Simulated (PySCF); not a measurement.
Cl₃OSi, SMILES [O][Si](Cl)(Cl)Cl (connectivity only; charge and spin as stated), charge -1, multiplicity 1. Geometry optimised at B3LYP-D3(BJ)/def2-SVPD. The multiplicity is an assumed one; other spin states were not compared. The isomer is the one that the SMILES or the coordinates give; other isomers of the formula were not compared.

The numbers are results of PySCF with B3LYP-D3(BJ)/def2-SVPD, not measurements.

Harmonic wavenumbers (cm⁻¹): 151, 151, 217, 270, 270, 408, 480, 480, 1153. Rotational constants (GHz): 1.734, 1.734, 1.297; symmetry number 3.

Q: Work out the zero-point energy and the ideal-gas rigid-rotor harmonic-oscillator thermochemistry at 298.15 K and 1 atm.

A: ZPE = ½ Σ hcν = ½ × 3582 cm⁻¹ = 21.42 kJ/mol. H − E(el) = 40.62 kJ/mol. Entropy in J/(mol K): translation 171.27, rotation 111.37, vibration 53.92, total 336.56. G − E(el) = -59.73 kJ/mol. Cp = 89.13 J/(mol K).
